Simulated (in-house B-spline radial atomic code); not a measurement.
Radial electron density of Dy5+, [Ar] 3d10 4s2 (4p1/2)2 (4p3/2)3 4d10 4f8 5s2 5p6. Method: Dirac-Hartree-Fock, average of the jj configuration, Fermi nucleus of rms radius 5.2218 fm. Calculated with a radial B-spline atomic code at the basis-set limit.

Columns: r (bohr), 4πr²n(r) (electrons per bohr), bar.

```
0.000691    2.584 #
 0.00085    3.642 #
 0.00104    5.062 ##
 0.00128    7.061 ###
 0.00158     9.82 ####
 0.00194    13.42 #####
 0.00238    18.12 #######
 0.00293    24.27 #########
  0.0036    31.87 ############
 0.00442    40.99 ###############
 0.00543    51.49 ###################
 0.00668    62.84 ########################
 0.00821    73.91 ############################
  0.0101    83.32 ###############################
  0.0124    89.31 #################################
  0.0152     90.8 ##################################
  0.0187    87.88 #################################
   0.023    82.78 ###############################
  0.0283    79.88 ##############################
  0.0348    83.79 ###############################
  0.0427    95.47 ####################################
  0.0525      110 #########################################
  0.0645    117.4 ############################################
  0.0793    110.9 ##########################################
  0.0975    96.16 ####################################
    0.12    88.83 #################################
   0.147    96.31 ####################################
   0.181    104.5 #######################################
   0.222    92.47 ###################################
   0.273    64.16 ########################
   0.336    46.39 #################
   0.413     49.4 ###################
   0.507     53.3 ####################
   0.623    43.14 ################
   0.766    27.16 ##########
   0.942    17.09 ######
    1.16    12.49 #####
    1.42    8.541 ###
    1.75     4.23 ##
    2.15    1.394 #
    2.64   0.2805 
    3.25  0.03024 
    3.99  0.00163 
     4.9 3.632e-05
```

On this grid the curve has 4 maxima, near 0.0152, 0.0645, 0.181, 0.507 bohr.

The 4f7/2 radial function P(r) = rR(r), positive near the nucleus, with its small component Q(r) (sign convention: Q ≈ (P' + κP/r)/2c):

```tsv
r (bohr)	P	Q
0.0283	0.001716	-9.461e-05
0.0427	0.00712	-0.0003782
0.0645	0.027	-0.001361
0.0975	0.09017	-0.004242
0.147	0.2518	-0.01084
0.222	0.5665	-0.02173
0.336	0.9732	-0.03241
0.507	1.2	-0.03387
0.766	1.026	-0.02366
1.16	0.588	-0.01086
1.75	0.2114	-0.003166
2.64	0.03892	-0.0004956
3.99	0.002413	-2.76e-05
```
